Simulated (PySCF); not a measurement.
Match each property card to its molecule.

Structures:
1. `FC1=NC(C(F)(F)F)=NO1`
2. `C=C(C)CF`
3. `CO/C=C/C(C)=O`
4. `CC1=CC2(C=C1)CC2`

Card P (geometry GFN2-xTB):
- Rotational constants A, B, C: 5.096, 1.505, 1.287 GHz
- Static isotropic polarisability (PBE0/def2-SVPD): 90.7 au
- Dipole moment (PBE0/def2-SVPD): 0.72 D
- Lowest singlet excitation (TDDFT PBE0/def2-SVPD): 4.79 eV (259 nm, f = 0.051)
- Strongest line among the 6 lowest singlet transitions (TDDFT PBE0/def2-SVPD): S3 at 6.05 eV (205 nm, f = 0.170)
- HOMO energy (PBE0/def2-SVPD): -6.02 eV

Card Q (geometry GFN2-xTB):
* Rotational constants A, B, C: 3.290, 0.832, 0.751 GHz
* Static isotropic polarisability (B3LYP/def2-SVPD): 52.2 au
* Dipole moment (B3LYP/def2-SVPD): 1.79 D
* Lowest triplet excitation (Tamm–Dancoff) (TDA B3LYP/def2-SVPD): 4.64 eV
* 13C chemical shifts (computed TMS as zero) by class (GIAO PBE0/pcSseg-1): 183.1 (1 C), 168.2 (1 C), 127.1 (1 C) ppm

Card R (geometry GFN2-xTB):
- Rotational constants A, B, C: 9.123, 3.679, 2.711 GHz
- Static isotropic polarisability (CAM-B3LYP/def2-SVPD): 50.8 au
- 13C chemical shifts (computed TMS as zero) by class (GIAO PBE0/pcSseg-1): 148.8 (1 C), 114.8 (1 C), 88.5 (1 C), 20.6 (1 C) ppm
- Dipole moment (CAM-B3LYP/def2-SVPD): 2.10 D
- Strongest line among the 8 lowest singlet transitions (TDDFT CAM-B3LYP/def2-SVPD): S2 at 7.44 eV (167 nm, f = 0.443)

Card S (geometry GFN2-xTB):
- Rotational constants A, B, C: 6.591, 1.328, 1.121 GHz
- Static isotropic polarisability (PBE0/def2-SVPD): 71.8 au
- Lowest triplet excitation (Tamm–Dancoff) (TDA PBE0/def2-SVPD): 3.48 eV
- Isotropic shieldings of nuclei other than C and H, by class (GIAO PBE0/pcSseg-1): -335 (1 O), 204 (1 O) ppm
- Strongest line among the 6 lowest singlet transitions (TDDFT PBE0/def2-SVPD): S2 at 5.69 eV (218 nm, f = 0.419)
- HOMO energy (PBE0/def2-SVPD): -7.18 eV
- Dipole moment (PBE0/def2-SVPD): 3.65 D

All species are isolated and taken at one optimised geometry, non-relativistic unless stated. Electronic properties by PySCF. NMR classes are plain means over equivalent atoms (diastereotopic ones count apart unless rotation or inversion swaps them), as if these changed places fast.

Q: Which card belongs to which structure?

A: P = 4, Q = 1, R = 2, S = 3. What ties each card to its structure:
- 1 (card Q), C3F4N2O, monoisotopic mass 156.0 u, 10 heavy atoms: 3 C in 3 classes; the least shielded carbon (183.1 ppm) is an aromatic C–F carbon; an asymmetric top with C = 0.751 GHz, the lowest such constant on the cards; polarisability 52.2 au for 76 electrons; dipole 1.79 D.
- 2 (card R), C4H7F, monoisotopic mass 74.1 u, 5 heavy atoms: 4 C in 4 classes; the least shielded carbon (148.8 ppm) is a fully substituted alkene carbon; an asymmetric top with C = 2.711 GHz, the highest such constant on the cards; polarisability 50.8 au for 40 electrons; dipole 2.10 D.
- 3 (card S), C5H8O2, monoisotopic mass 100.1 u, 7 heavy atoms: an asymmetric top with C = 1.121 GHz; polarisability 71.8 au for 54 electrons; dipole 3.65 D.
- 4 (card P), C8H10, monoisotopic mass 106.1 u, 8 heavy atoms: an asymmetric top with C = 1.287 GHz; polarisability 90.7 au for 58 electrons; dipole 0.72 D.
